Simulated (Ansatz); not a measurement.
This geometry of Cl3F2HOW + FH (10 atoms, charge 0, multiplicity 1) is a first-order saddle point.

All numbers below come from RHF/def2-SVP (Ansatz).

```xyz
10
Properties=species:S:1:pos:R:3
W 0.102 0.192 -0.202
Cl 0.455 -0.599 2.608
Cl 2.361 -0.078 -0.227
Cl 0.207 2.225 -1.295
O -1.497 0.375 0.597
H -1.853 0.257 1.475
F 0.019 -1.647 -0.159
F -0.483 -0.236 -1.884
F 0.634 1.594 1.313
H 0.682 0.888 2.143
```

Task: Which two structures does it join? (They come from a converged band through this point; their orientation in space is the band's.)

Result: Bonds broken: W1–Cl2, F9–H10. Bonds formed: W1–F9, Cl2–H10. Cl3F2HOW + FH becomes Cl2F3HOW + ClH.

Initial state:

```xyz
10
Properties=species:S:1:pos:R:3
W -0.265 -0.181 -0.210
Cl 0.127 0.068 2.088
Cl 2.012 -0.208 -0.528
Cl -0.312 2.077 -0.595
O -2.024 -0.226 0.166
H -2.860 -0.257 0.613
F -0.168 -2.016 -0.026
F -0.532 -0.484 -2.002
F 2.572 2.473 2.380
H 2.077 1.726 2.482
```

Final state:

```xyz
10
Properties=species:S:1:pos:R:3
W 0.228 0.049 -0.532
Cl -0.619 0.974 3.707
Cl 2.217 -0.005 -1.703
Cl -0.146 2.195 -1.268
O -1.192 0.097 0.581
H -1.486 0.265 1.475
F 0.591 -1.693 -0.044
F -0.732 -0.614 -1.937
F 1.230 0.650 0.920
H 0.537 1.053 3.170
```

Task: How far does it lie above each of them?

Result: 1.17 eV above the first and 1.90 eV above the second. This is the barrier of this one path; another mechanism may lie lower. The orbitals stay closed-shell, which can raise the energy where a bond breaks towards radicals; this wasn't checked here.

Run time: 13 min on 4 threads of Arm Neoverse V1 (shared host), peak memory 0.59 GiB.
